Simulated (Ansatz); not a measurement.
Gas-phase electronic energies from Ansatz, PBE0-D4/def2-TZVP geometries. CBS: MP2 limit from def2 TZ/QZ plus the TZ coupled-cluster correction, frozen cores. This one scheme is used for every species. DFT in def2-TZVPP. B3LYP here is the variant with VWN-RPA as its local correlation; programs differ in this. def2 core potentials past Kr. For Zr outer-core shells are correlated without core-valence functions, which leaves a few kJ/mol of doubt a bond. One conformer a species, not always the lowest.

Consider the ligand exchange at a Zr–Cl bond: `[OH][Zr]([OH])([OH])[Cl]` + H–F → `[OH][Zr]([OH])([OH])[F]` + HCl.

```
           level  ΔE (eV)
        B3LYP-D4    -0.14
          B2PLYP    -0.14
         LC-ωPBE    -0.22
CCSD(T)/def2-SVP    -0.24
```

**Question.** What does CCSD(T)/CBS give? (Best estimate.)

**Answer.** Ansatz gave: -0.06 eV. The listed levels differ from it by -0.08, -0.08, -0.16, -0.18 eV.

**Question.** What do rigid-rotor, harmonic-oscillator terms from PBE0-D4/def2-TZVP frequencies (298.15 K, 1 bar) make of the CCSD(T)/CBS value? (Best estimate.)

**Answer.** The calculation gave: ΔZPE = -0.05 eV, ΔH = -0.12 eV, ΔS = 5 J/(mol·K), ΔG = -0.14 eV.

Largest T1 diagnostic among the species: 0.017.

At CCSD(T), def2-SVP lies −0.18 eV from the extrapolated value and def2-TZVPP −0.02 eV. The D4 term adds +0.05 eV with B3LYP and +0.03 eV with PBE0; it sums over pairs of atoms, weighted by their polarisabilities, and B3LYP, whose exchange is more repulsive, gets the larger term.
